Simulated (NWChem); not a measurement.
# CdH2O; SMILES [OH][CdH]

Results from NWChem. def2 effective core potentials on Cd; no spin-orbit coupling. Each level has its own optimisation; frequencies are unscaled.

| level | r Cd–H (Å) | r Cd–O (Å) | r H–O (Å) | highest harmonic frequency (cm⁻¹) | lowest (cm⁻¹) | zero-point energy (kcal/mol) |
|---|---|---|---|---|---|---|
| BLYP/def2-SVP | ___ | ___ | 0.979 | ___ | ___ | ___ |
| LDA (Slater exchange, VWN5)/def2-SVP | 1.624 | 1.941 | 0.976 | 3749 | 480 | 11.4 |
| PBE0/def2-TZVP | 1.640 | 1.969 | 0.959 | 3904 | 464 | 11.5 |
| CAM-B3LYP/def2-SVP | 1.638 | 1.958 | 0.964 | 3887 | 466 | 11.6 |
| PBE0/def2-SVP | 1.643 | 1.967 | 0.963 | 3905 | 464 | 11.6 |

Task: Fill in the missing entries.

Result: 
- BLYP/def2-SVP, r Cd–H (Å): 1.657
- BLYP/def2-SVP, r Cd–O (Å): 1.997
- BLYP/def2-SVP, highest harmonic frequency (cm⁻¹): 3659
- BLYP/def2-SVP, lowest (cm⁻¹): 453
- BLYP/def2-SVP, zero-point energy (kcal/mol): 11.0
